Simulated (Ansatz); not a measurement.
`[CH3][Ge]([CH3])([CH3])[Br]` + `CC[SiH2]C#N` → `[CH3][Ge]([CH3])([CH3])[C]#N` + `CC[SiH2]Br`  (redistribution)

Calculated with Ansatz (gas phase, PBE0-D4/def2-TZVP geometries, no zero-point term in ΔE). CBS: MP2 limit from def2 TZ/QZ plus the TZ coupled-cluster correction, frozen cores. DFT in def2-TZVPP. HSE06 is defined as in plane-wave codes. For Br, Ge outer-core shells are correlated without core-valence functions, which leaves a few kJ/mol of doubt a bond. Scalar relativity is left out up to krypton. One conformer a species, not always the lowest.

`[CH3][Ge]([CH3])([CH3])[Br]`:

```xyz
14

C    -0.880   -1.425    0.847
Ge    0.165   -0.207   -0.253
C    -0.947    1.059   -1.227
C     1.589    0.665    0.746
Br    1.218   -1.529   -1.871
H    -1.617   -1.946    0.235
H    -1.401   -0.867    1.629
H    -0.227   -2.163    1.315
H    -1.682    0.527   -1.831
H    -0.331    1.673   -1.884
H    -1.472    1.711   -0.524
H     1.161    1.305    1.522
H     2.195    1.278    0.079
H     2.229   -0.081    1.217
```

`CC[SiH2]C#N`:

```xyz
12

C    -1.294   -0.214    0.818
C    -0.087    0.704    0.644
Si    1.289   -0.055   -0.362
C     0.610   -0.495   -2.033
N     0.152   -0.758   -3.057
H    -2.071    0.267    1.416
H    -1.021   -1.145    1.319
H    -1.736   -0.477   -0.146
H     0.334    0.981    1.616
H    -0.379    1.642    0.160
H     1.784   -1.324    0.223
H     2.418    0.875   -0.599
```

`[CH3][Ge]([CH3])([CH3])[C]#N`:

```xyz
15

C     1.343    1.242   -0.542
Ge   -0.071    0.080    0.120
C    -1.456   -0.243   -1.208
C     0.617   -1.566    0.898
C    -0.931    1.047    1.574
N    -1.440    1.620    2.434
H     1.868    0.755   -1.365
H     2.059    1.458    0.252
H     0.924    2.183   -0.900
H    -2.264   -0.836   -0.778
H    -1.036   -0.787   -2.057
H    -1.867    0.701   -1.566
H    -0.197   -2.154    1.324
H     1.114   -2.160    0.129
H     1.336   -1.342    1.687
```

`CC[SiH2]Br`:

Cartesian coordinates in Å:
```
C -0.513 -1.364 -0.222
C -0.636 0.158 -0.227
Si 0.924 0.994 0.362
Br 0.668 3.208 0.328
H -1.435 -1.836 -0.570
H -0.308 -1.748 0.781
H 0.295 -1.705 -0.875
H -0.862 0.528 -1.232
H -1.460 0.485 0.414
H 1.249 0.610 1.758
H 2.076 0.670 -0.516
```

```csv
level,ΔE (eV)
BLYP-D4,0.17
r2SCAN-D4,0.12
B97M-V,0.13
PBE0-D4,0.11
r2SCANh-D4,0.12
HSE06-D4,0.11
r2SCANh,0.11
MP2/def2-TZVPP,0.08
```

Task: What does CCSD(T)/CBS give? (Estimate.)

Result: Computed: +0.09 eV. The listed levels differ from it by 0.08, 0.03, 0.04, 0.02, 0.03, 0.02, 0.02, -0.01 eV.

Largest T1 diagnostic among the species: 0.012.

At CCSD(T), def2-SVP lies +0.03 eV from the extrapolated value and def2-TZVPP −0.01 eV. Leaving LDA and LC-ωPBE aside and taking each functional with its dispersion term where it has one, the values, not all of them listed here, spread over 0.08 eV, from PBE-QIDH to BLYP-D4.
